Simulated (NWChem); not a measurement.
Species: C2H8BN; SMILES CB(N)C

```xyz
12

B      0.0000     0.0000     0.0625
C      1.3753    -0.0242    -0.7239
H      1.4558     0.8544    -1.3866
H      1.4241    -0.9043    -1.3878
H      2.2675    -0.0408    -0.0779
C     -1.3753     0.0242    -0.7239
H     -1.4241     0.9043    -1.3878
H     -2.2675     0.0408    -0.0779
H     -1.4558    -0.8544    -1.3866
N      0.0000     0.0000     1.4629
H     -0.8467     0.0151     2.0164
H      0.8467    -0.0151     2.0164
```
Atoms are numbered in this order, from 1.

Level: PBE0/def2-SVP (NWChem), optimised geometry, unscaled harmonic frequencies. 

Question: List the harmonic frequencies with IR intensities, and the thermochemistry.

Answer: 
```tsv
frequency (cm⁻¹)	IR intensity (km/mol)
75	0.0
131	3.6
305	0.2
362	0.2
389	8.4
558	164.0
587	0.0
723	1.5
785	0.0
809	0.0
874	0.4
909	1.2
941	23.8
1195	39.7
1296	0.0
1343	127.1
1372	115.5
1428	0.0
1432	1.4
1446	9.5
1471	6.0
1605	146.7
3042	11.7
3045	1.5
3126	0.0
3130	18.9
3141	28.2
3142	23.8
3624	22.6
3730	19.1
```

The zero-point energy is 65.7 kcal/mol and the thermal correction to the enthalpy at 298.15 K (with zero-point energy) comes out as 70.2 kcal/mol. The heat capacity Cv is 21.3 cal/(mol K), the entropy at 298.15 K and 1 atm (symmetry number 2) is 74.1 cal/(mol K) and the dipole moment comes out as 1.44 D.

Rigid rotor and harmonic oscillator; modes under 100 cm⁻¹ make the entropy uncertain.
